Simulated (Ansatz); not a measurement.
Compare A (`N[SiH2]C1=CS1`) with its isomer B (`C[SiH](S)C#N`).

Isolated molecules relaxed with PBE0-D4/def2-TZVP in Ansatz; ΔE leaves out vibrations. CBS: MP2 limit from def2 TZ/QZ plus the TZ coupled-cluster correction, frozen cores. Functionals use def2-TZVPP. One conformer a species, not always the lowest.

A:

Z-matrix (Å, degrees):
```
Si
C 1 1.844
N 1 1.707 2 115.2
H 1 1.482 2 105.8 3 -120.7
H 1 1.482 2 105.8 3 120.7
S 2 1.907 1 133.1 3 180.0
C 2 1.281 1 162.1 3 -0.0
H 3 1.006 1 121.3 2 -75.6
H 3 1.006 1 121.3 2 75.6
H 7 1.077 2 148.0 1 0.0
```

B:

```xyz
10

C     1.259   -0.798    0.219
Si   -0.184    0.191   -0.393
S    -1.878   -1.088   -0.511
C    -0.524    1.558    0.816
N    -0.733    2.410    1.563
H     1.503   -1.591   -0.491
H     2.133   -0.154    0.337
H     1.032   -1.252    1.186
H     0.072    0.874   -1.681
H    -2.681   -0.151   -1.043
```

**Question.** Which is lower in electronic energy at CCSD(T)/CBS, and by how much? (Best estimate.)

**Answer.** The calculation gave: B, by 246.2 kJ/mol.

**Question.** Give E(B) − E(A) in kJ/mol with ωB97M-V, PBE0-D4, CCSD(T)/def2-TZVPP, r2SCAN-D4, HF/def2-TZVPP, B2PLYP, PBE-D4. (Estimate.)

**Answer.** Computed: ωB97M-V -249.5, PBE0-D4 -236.6, CCSD(T)/def2-TZVPP -258.6, r2SCAN-D4 -242.7, HF/def2-TZVPP -280.6, B2PLYP -253.2, PBE-D4 -231.4. None reverses the order clearly.

Largest T1 diagnostic: 0.012.

From PBE to PBE0 (25 % exact exchange), in def2-TZVPP and without D4, E(B) − E(A) moves by −5.1 kJ/mol. In def2-TZVPP, CCSD(T) changes the Hartree–Fock value by +22.0 kJ/mol (the triples alone add +5.3 kJ/mol) and MP2 by +25.2 kJ/mol.
